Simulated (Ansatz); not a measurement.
`CC(=O)SC12CC3CC(CC(C3)C1)C2` with charge +1. The state is a doublet with charge 1. Geometry PBE0-D4/def2-SVP, that of the neutral singlet; atoms count from 1.

Cartesian coordinates in Å:
```
C 1.8011 4.1574 -1.1496
C 0.9103 2.9888 -0.8069
O -0.2927 3.0535 -0.7990
S 1.8537 1.5268 -0.4274
C 0.5976 0.2356 -0.0654
C -0.2952 -0.0368 -1.2812
C -1.2511 -1.1911 -0.9563
C -2.1138 -0.8131 0.2516
C -1.2144 -0.5537 1.4639
C -0.4060 -1.8144 1.7822
C 0.4582 -2.1839 0.5732
C -0.4425 -2.4510 -0.6360
C 1.4123 -1.0275 0.2543
C -0.2576 0.6036 1.1523
H 2.4126 3.9220 -2.0336
H 1.1713 5.0322 -1.3551
H 2.4881 4.3750 -0.3183
H 0.3363 -0.2921 -2.1483
H -0.8618 0.8706 -1.5338
H -1.8970 -1.3754 -1.8308
H -2.7102 0.0861 0.0239
H -2.8268 -1.6246 0.4763
H -1.8338 -0.2792 2.3338
H -1.0830 -2.6493 2.0310
H 0.2308 -1.6438 2.6669
H 1.0538 -3.0835 0.8009
H 0.1678 -2.7421 -1.5079
H -1.1198 -3.2954 -0.4228
H 2.0799 -0.8342 1.1112
H 2.0535 -1.2856 -0.6057
H 0.3994 0.8016 2.0154
H -0.8209 1.5236 0.9411
```

(1) Estimate the Mulliken populations of the heavy atoms from the PBE0/def2-SVP orbitals of Ansatz.

(2) Where does the spin sit?

(3) And the Mayer bond orders between bonded heavy atoms (over 0.3)?

Answers

(1) 
| atom | charge (e) | spin (α − β) |
| --- | --- | --- |
| C1 | -0.04 | 0.07 |
| C2 | 0.02 | -0.07 |
| O3 | -0.06 | 0.39 |
| S4 | 0.22 | 0.27 |
| C5 | -0.61 | 0.02 |
| C6 | 0.14 | 0.01 |
| C7 | -0.20 | 0.03 |
| C8 | 0.05 | 0.00 |
| C9 | -0.21 | 0.02 |
| C10 | 0.06 | 0.03 |
| C11 | -0.20 | 0.02 |
| C12 | 0.06 | 0.02 |
| C13 | 0.12 | 0.04 |
| C14 | 0.15 | 0.04 |
Mulliken values and Mayer orders depend strongly on the basis.

(2) Summed by element: C 0.23, O 0.39, S 0.27, H 0.12, of 1 unpaired in all. Largest on single atoms: O3 0.39, S4 0.27, C1 0.07.

(3) C1–C2 0.98 (1.51 Å); C2–O3 1.90 (1.20 Å); C2–S4 1.05 (1.78 Å); S4–C5 1.02 (1.84 Å); C5–C6 0.94 (1.53 Å); C5–C13 0.93 (1.54 Å); C5–C14 0.91 (1.53 Å); C6–C7 1.04 (1.53 Å); C7–C8 1.03 (1.53 Å); C7–C12 1.01 (1.53 Å); C8–C9 1.04 (1.53 Å); C9–C10 1.00 (1.53 Å); C9–C14 1.05 (1.53 Å); C10–C11 1.03 (1.53 Å); C11–C12 1.04 (1.53 Å); C11–C13 1.04 (1.53 Å).
